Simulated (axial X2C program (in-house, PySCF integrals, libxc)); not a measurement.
# Spin–orbit effects down a group: molecules with Be (ions), PBE0

Computed with an in-house relativistic program for diatomic molecules, spin-free (one-electron X2C) or two-component (2c: spin–orbit coupling with atomic mean-field Coulomb and Gaunt terms, which also bring small scalar terms), in Dyall basis sets with cores contracted in-house; open shells are unrestricted.

Basis sets: Be dyall-cv3z, H dyall-v3z, Li dyall-cv3z, Na dyall-cv3z.

```json
{"molecule": "BeH⁺", "spin-free state": "M_S = 0, Λ = 0", "Re (Å)": "1.318", "ωe (cm⁻¹)": "2205.0", "De (eV)": "2.95", "2c state": "Ω = 0", "Re 2c (Å)": "1.318", "ωe 2c (cm⁻¹)": "2204.9", "De 2c (eV)": "2.95"}
{"molecule": "LiBe⁺", "spin-free state": "M_S = 0, Λ = 0", "Re (Å)": "2.595", "ωe (cm⁻¹)": "331.4", "De (eV)": "0.71", "2c state": "Ω = 0", "Re 2c (Å)": "2.595", "ωe 2c (cm⁻¹)": "331.4", "De 2c (eV)": "0.71"}
{"molecule": "NaBe⁺", "spin-free state": "M_S = 0, Λ = 0", "Re (Å)": "2.938", "ωe (cm⁻¹)": "212.0", "De (eV)": "0.48", "2c state": "Ω = 0", "Re 2c (Å)": "2.939", "ωe 2c (cm⁻¹)": "211.9", "De 2c (eV)": "0.48"}
```

Fragments in 2c: Be+ + H, Be + Li+, Na+ + Be. Each entry is the lowest single determinant of a limited PBE0 search at one distance. De goes to single-determinant-based atoms at the same level (for ions the charge split of lowest energy) and is withheld (n/a) where an atom does not fit its ground term or J level. Main or longest-lived isotopes.
